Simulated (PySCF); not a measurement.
CH₁₂Si₄.
Geometry (PBE0-D3(BJ)/def2-SVP, Å), atoms numbered from 1 in this order:
```xyz
17
CH12Si4 angstrom
C     -0.1782   -0.2189   -2.0563
Si    -0.0166   -0.0224   -0.1771
Si    -0.1631    2.2328    0.4499
Si    -1.7180   -1.1872    0.9385
Si     2.0481   -0.8360    0.5795
H     -1.1482    0.1671   -2.4050
H     -0.1047   -1.2795   -2.3418
H      0.6206    0.3348   -2.5730
H     -0.0279    2.3601    1.9344
H     -1.4821    2.8111    0.0399
H      0.9232    3.0339   -0.1982
H     -3.0643   -0.6714    0.5348
H     -1.6590   -2.6480    0.6147
H     -1.5674   -1.0210    2.4176
H      2.1982   -2.2911    0.2606
H      3.1746   -0.0949   -0.0715
H      2.1540   -0.6590    2.0612
```

Level of theory: TDDFT PBE0/def2-SVPD, vertical, gas phase, core orbitals frozen in the response in PySCF.

Transition dipole moments from the ground state, in atomic units and in the frame of the coordinates above (overall signs are arbitrary), for the states with f of 0.002 or more among the lowest 9:

```json
{"state": "S1", "E (eV)": "6.212", "μx": "-0.067", "μy": "0.327", "μz": "-0.031"}
{"state": "S2", "E (eV)": "6.226", "μx": "-0.324", "μy": "-0.065", "μz": "0.035"}
{"state": "S4", "E (eV)": "6.412", "μx": "-0.009", "μy": "-0.040", "μz": "-0.144"}
{"state": "S5", "E (eV)": "6.766", "μx": "0.249", "μy": "-1.000", "μz": "0.085"}
{"state": "S6", "E (eV)": "6.769", "μx": "1.020", "μy": "0.240", "μz": "-0.113"}
{"state": "S7", "E (eV)": "6.910", "μx": "-0.028", "μy": "0.108", "μz": "-0.009"}
{"state": "S9", "E (eV)": "7.278", "μx": "0.221", "μy": "-1.227", "μz": "0.109"}
```

Problem. Work out the oscillator strengths.

Solution. f = (2/3) ΔE |μ|² with ΔE in hartree (27.2114 eV).

| state | \|μ\|² (au) | \|μ\| (D) | f |
| --- | --- | --- | --- |
| S1 | 0.112 | 0.85 | 0.017 |
| S2 | 0.110 | 0.84 | 0.017 |
| S4 | 0.022 | 0.38 | 0.004 |
| S5 | 1.068 | 2.63 | 0.177 |
| S6 | 1.110 | 2.68 | 0.184 |
| S7 | 0.012 | 0.28 | 0.002 |
| S9 | 1.567 | 3.18 | 0.279 |

Problem. Which bond between heavy atoms lies closest to the direction of the S9 transition dipole?

Solution. Si2–Si3, at 22° from it; next Si2–Si5 at 58°.

Problem. What angle do the transition dipoles of S1 and S9 make?

Solution. |cos θ| = |μa·μb| / (|μa| |μb|) = 1.00, so θ ≈ 1° (taken between 0 and 90°, since the signs are arbitrary).

S5/S6 coincide within about 0.01 eV; within a degenerate level the directions of the single components are arbitrary.

All these states lie below the vertical ionisation energy of 9.37 eV (ΔSCF).
